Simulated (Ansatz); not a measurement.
`[F][AlH][SbH2]` + H₂S → `[F][AlH][SH]` + stibine at 298.15 K and 1 bar (cleavage of the Al–Sb bond).

Program: Ansatz. Geometries: PBE0-D4/def2-TZVP. ΔE: electronic, gas phase. CCSD(T)/CBS adds triple-zeta CCSD(T) − MP2 to the extrapolated MP2 energy (def2 sets, frozen cores). This one scheme is used for every species. Elements past krypton have def2 core potentials. For Sb outer-core shells are correlated without core-valence functions, which leaves a few kJ/mol of doubt a bond. Each species was taken in one conformer, which may not be the lowest.

| species | CCSD(T)/CBS energy (Eh) | H − E (kJ/mol) | S (J/(mol·K)) |
| --- | --- | --- | --- |
| `[F][AlH][SbH2]` | -583.69641 | 77.4 | 333.2 |
| H₂S | -398.97279 | 49.9 | 205.7 |
| `[F][AlH][SH]` | -740.90186 | 64.3 | 292.4 |
| `[SbH3]` | -241.78682 | 60.8 | 232.7 |

H − E and S are ideal-gas, rigid-rotor, harmonic terms from PBE0-D4/def2-TZVP, for one conformer and one mirror image of each species. 1 Eh = 2625.50 kJ/mol, R = 8.31446 J/(mol·K).

**Question.** By hand: ΔE, ΔH, ΔS and ΔG.

**Answer.** ΔE = (-740.90186) + (-241.78682) − (-583.69641) − (-398.97279) = -0.01948 Eh = -51.1 kJ/mol. Δ(H − E) = 64.3 + 60.8 − 77.4 − 49.9 = -2.2, so ΔH = -53.3 kJ/mol. ΔS = 292.4 + 232.7 − 333.2 − 205.7 = -13.8 J/(mol·K). ΔG = -53.3 − 298.15 × (-13.8)/1000 = -49.2 kJ/mol.

**Question.** By hand: the equilibrium constant, and the temperature at which ΔG would vanish if ΔH and ΔS stayed fixed.

**Answer.** log₁₀ K = −ΔG/(RT ln 10) = 8.6. ΔG = 0 at ΔH/ΔS = 3862 K, far beyond where these terms or the molecules hold.

The number of gas molecules stays the same, so ΔS is small and ΔH decides. A doubt of 5 kJ/mol in ΔE shifts log₁₀ K by 0.9 here. Other conformers and mirror images would add mixing entropy, several J/(mol·K) or more a flexible species. These are equilibria of isolated gas molecules and say nothing of rates. Largest T1 diagnostic: 0.014 (customary marks: 0.02 for closed shells, 0.045 for open ones).
